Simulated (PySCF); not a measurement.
The numbers are results of PBE-D3(BJ)/def2-TZVP // PBE0-D3(BJ)/def2-SVP run with PySCF, not measurements. Gas-phase values, no solvent. One relaxed conformer stands for a flexible species; it need not be the lowest. Excitations are Tamm–Dancoff values on a coarser integration grid. The basis has no diffuse functions, so Rydberg states are missing or too high.

Reference species (SMILES): `C[CH2][Sn]([SiH3])([SiH3])[CH2]C` (C–C–Sn–Si torsion 63°, Si–Sn–C–C torsion -56°) (neutral, multiplicity 1).

* **LUMO**: -0.94 eV
* **HOMO**: -6.23 eV
* **S1 excitation (TDA)**: 5.37 eV

Changed species: `[CH2]([Sn]([CH2]C)([CH2]C)[CH2]C)C` (4 of 4 SiH3 replaced by C2H5; the reference has 2 of 4 SiH3 replaced by C2H5).

What does the change do to the LUMO, HOMO and S1 excitation (TDA)?

the LUMO increases by 0.73 eV, to -0.21 eV; the HOMO goes up by 0.36 eV, to -5.87 eV; the S1 excitation (TDA) rises by 0.41 eV, to 5.78 eV.
